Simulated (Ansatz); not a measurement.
Calculated with Ansatz (gas phase, PBE0-D4/def2-TZVP geometries, no zero-point term in ΔE). CBS: MP2 limit from def2 TZ/QZ plus the TZ coupled-cluster correction, frozen cores. This one scheme is used for every species. DFT in def2-TZVPP. B3LYP here is the variant with VWN-RPA as its local correlation; programs differ in this. For Se outer-core shells are correlated without core-valence functions, which leaves a few kJ/mol of doubt a bond. Scalar relativity is left out up to krypton. Each species was taken in one conformer, which may not be the lowest.

Reaction (formal exchange of groups at the Se–C bond): `B[Se][CH2][AlH][SH]` + ethylene → `B[Se]C=C` + `[CH3][AlH][SH]`

(1) Is it downhill or uphill in electronic energy at CCSD(T)/CBS, and by how much? (Estimate.)

(2) What do these levels give: r2SCAN-D4, ωB97X-V, B3LYP, CCSD(T)/def2-TZVPP, MP2/def2-QZVPP, SCS-MP2/def2-QZVPP? (Estimate.)

Largest T1 diagnostic among the species: 0.014.

## Answers

(1) Ansatz gave: Uphill: ΔE = +6.3 kJ/mol.

(2) Ansatz gave: r2SCAN-D4 -0.9, ωB97X-V 0.4, B3LYP -12.2, CCSD(T)/def2-TZVPP 4.1, MP2/def2-QZVPP 2.8, SCS-MP2/def2-QZVPP 0.9 kJ/mol.

The D4 term adds +10.2 kJ/mol with B3LYP and +5.7 kJ/mol with PBE0; it sums over pairs of atoms, weighted by their polarisabilities, and B3LYP, whose exchange is more repulsive, gets the larger term. In def2-TZVPP, CCSD(T) changes the Hartree–Fock value by +16.9 kJ/mol (the triples alone add +2.8 kJ/mol) and MP2 by +14.3 kJ/mol.
